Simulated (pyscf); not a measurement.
Single points on ωB97X-D3(BJ)/def2-SVP structures (PySCF, gas phase).

Question: What is the homolytic dissociation enthalpy (298 K, ωB97M-D3(BJ)/def2-TZVP) of the C–C bond of F–CH=C(F)–CH(F)–F, to F–C•=CH–F + F–CH•–F?

Answer: C–C to F–C•=CH–F + F–CH•–F: 106.8 kcal/mol. The 7 functionals that were run give +98.6 (r²SCAN) to +106.8 kcal/mol (ωB97M-D3(BJ)). The radicals are drawn with the spin at the cut bond; how far it spreads was not checked. F–C•=CH–F lies 8.0 kcal/mol over its isomer •HC=C(F)–F, and others may lie lower still (electronic energy, ωB97M-D3(BJ)).
